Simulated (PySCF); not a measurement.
# AuSI: from structure and modes to constants

Computed with UB3LYP/[Au def2-SVP with ECP60, S def2-SVP, I def2-SVP with ECP28], scalar-relativistic core potentials, density fitting, no spin–orbit coupling, PySCF.

The triplet minimum has C∞v symmetry. Masses (u): Au 196.96655, S 31.97207, I 126.90447.

```xyz
3
charge 0 multiplicity 3, angstrom
Au    0.0000    0.0000   -0.7191
S     0.0000    0.0000   -2.9460
I     0.0000    0.0000    1.8582
```

Harmonic wavenumbers (cm⁻¹): 72.6 (π, ×2), 191.8 (σ+, ×1), 377.9 (σ+, ×1).

**Question.** What is the harmonic zero-point energy?

**Answer.** Half the sum of all 4 wavenumbers, 715/2 = 357 cm⁻¹, which is 4.3 kJ/mol (1 cm⁻¹ = 0.0119627 kJ/mol).

**Question.** Find the vibrational entropy and heat capacity at 298.15 K.

**Answer.** With u = 1.43878 ω/T, each mode gives S = R[u/(eᵘ−1) − ln(1−e⁻ᵘ)] and C = R u² eᵘ/(eᵘ−1)².
```json
{"ω (cm⁻¹)": "72.6 (×2)", "u": "0.350", "S (J/(mol K))": "17.08", "C (J/(mol K))": "8.23"}
{"ω (cm⁻¹)": "191.8", "u": "0.926", "S (J/(mol K))": "9.25", "C (J/(mol K))": "7.75"}
{"ω (cm⁻¹)": "377.9", "u": "1.824", "S (J/(mol K))": "4.38", "C (J/(mol K))": "6.35"}
```
The sums over all modes are S = 47.8 and C = 30.6 J/(mol K); the softest mode gives 36 % of the entropy (each member, where degenerate).

**Question.** Give the standard entropy (298.15 K, 1 bar) by its translational, rotational, vibrational and spin parts, and Cp.

**Answer.** Sackur–Tetrode with M = 355.84 u gives 182.1; rotation with symmetry number 1 gives 84.9; vibration 47.8; spin R ln 3 = 9.1. The total is 324.0 J/(mol K), and Cp = 7/2 R + 30.6 = 59.7 J/(mol K).

Other isomers or separated fragments may lie lower. Other spin states or occupations of the open shell can lie lower. With an element this heavy the missing spin–orbit coupling can shift these numbers.
